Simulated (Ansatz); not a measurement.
`CO[SiH2]C` → `CO[Si]C` + H₂ at 400 K and 1 bar (silylene formation by 1,1-elimination).

Computed with Ansatz on PBE0-D4/def2-TZVP structures; ΔE is electronic, products minus reactants. CCSD(T)/CBS is the MP2 limit (def2-TZVPP, def2-QZVPP) plus CCSD(T) − MP2 in def2-TZVPP, frozen cores. This one scheme is used for every species. Each species was taken in one conformer, which may not be the lowest.

```json
{"species": "`CO[SiH2]C`", "CCSD(T)/CBS energy (Eh)": "-445.20896", "H − E (kJ/mol)": "284.1", "S (J/(mol·K))": "369.4"}
{"species": "`CO[Si]C`", "CCSD(T)/CBS energy (Eh)": "-443.95718", "H − E (kJ/mol)": "234.1", "S (J/(mol·K))": "358.7"}
{"species": "H₂", "CCSD(T)/CBS energy (Eh)": "-1.17544", "H − E (kJ/mol)": "38.0", "S (J/(mol·K))": "139.0"}
```

H − E and S are ideal-gas, rigid-rotor, harmonic terms from PBE0-D4/def2-TZVP, for one conformer and one mirror image of each species. The MP2-based limit puts H₂ 0.8 mEh under its directly extrapolated value; such offsets cancel only in part. 1 Eh = 2625.50 kJ/mol, R = 8.31446 J/(mol·K).

Problem. By hand: ΔE, ΔH, ΔS and ΔG.

Solution. ΔE = (-443.95718) + (-1.17544) − (-445.20896) = 0.07634 Eh = 200.4 kJ/mol. Δ(H − E) = 234.1 + 38.0 − 284.1 = -12.0, so ΔH = 188.4 kJ/mol. ΔS = 358.7 + 139.0 − 369.4 = 128.3 J/(mol·K). ΔG = 188.4 − 400 × (128.3)/1000 = 137.1 kJ/mol.

Problem. By hand: the equilibrium constant, and the temperature at which ΔG would vanish if ΔH and ΔS stayed fixed.

Solution. log₁₀ K = −ΔG/(RT ln 10) = -17.9. ΔG = 0 at ΔH/ΔS = 1468 K.

The number of gas molecules changes by +1, which sets the sign of ΔS. A doubt of 5 kJ/mol in ΔE shifts log₁₀ K by 0.7 here. Other conformers and mirror images would add mixing entropy, several J/(mol·K) or more a flexible species. Modes under 60 cm⁻¹, often nearly free rotors, make the harmonic entropy too high. These are equilibria of isolated gas molecules and say nothing of rates. Largest T1 diagnostic: 0.014 (customary marks: 0.02 for closed shells, 0.045 for open ones).
